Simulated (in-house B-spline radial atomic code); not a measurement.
Removal energies of one electron outside the [He] 2s2 core along the 5-electron series, with the parts due to correlation (partial-wave tail included) and to Breit and QED terms, both contained in the total; recoil is left out. Computed with a B-spline radial code for spherical atoms: frozen-core Dirac-Hartree-Fock with a screened correlation potential.

```tsv
ion	Z	removal energy of 2p1/2 (eV)	correlation part of 2p1/2 (eV)	Breit and QED part of 2p1/2 (eV)	removal energy of 2p3/2 (eV)	correlation part of 2p3/2 (eV)	Breit and QED part of 2p3/2 (eV)
K14+	19	862.33	1.0213	-0.3367	858.67	1.0444	-0.16754
Ca15+	20	975.21	0.99293	-0.4029	970.59	1.0233	-0.20185
Sc16+	21	?	?	?	?	?	?
Ti17+	22	?	?	?	?	?	?
V18+	23	1356	0.89132	-0.65272	1347.36	0.95352	-0.33216
Cr19+	24	1497.07	0.85205	-0.75476	1486.63	0.9286	-0.38562
Mn20+	25	1645.26	0.81661	-0.86708	1632.76	0.90873	-0.44454
Fe21+	26	1800.6	0.77538	-0.9902	1785.73	0.88581	-0.50918
Co22+	27	?	?	?	?	?	?
Ni23+	28	2132.87	0.69457	-1.271	2112.26	0.84726	-0.65679
```

Fill in the row of Sc16+.

removal energy of 2p1/2 (eV): 1095.1; correlation part of 2p1/2 (eV): 0.95856; Breit and QED part of 2p1/2 (eV): -0.47728; removal energy of 2p3/2 (eV): 1089.35; correlation part of 2p3/2 (eV): 0.99808; Breit and QED part of 2p3/2 (eV): -0.24054.

Fill in the row of Ti17+.

removal energy of 2p1/2 (eV): 1222.02; correlation part of 2p1/2 (eV): 0.92886; Breit and QED part of 2p1/2 (eV): -0.5604; removal energy of 2p3/2 (eV): 1214.94; correlation part of 2p3/2 (eV): 0.97864; Breit and QED part of 2p3/2 (eV): -0.28388.

Fill in the row of Co22+.

removal energy of 2p1/2 (eV): 1963.13; correlation part of 2p1/2 (eV): 0.7389; Breit and QED part of 2p1/2 (eV): -1.1246; removal energy of 2p3/2 (eV): 1945.57; correlation part of 2p3/2 (eV): 0.86901; Breit and QED part of 2p3/2 (eV): -0.57985.
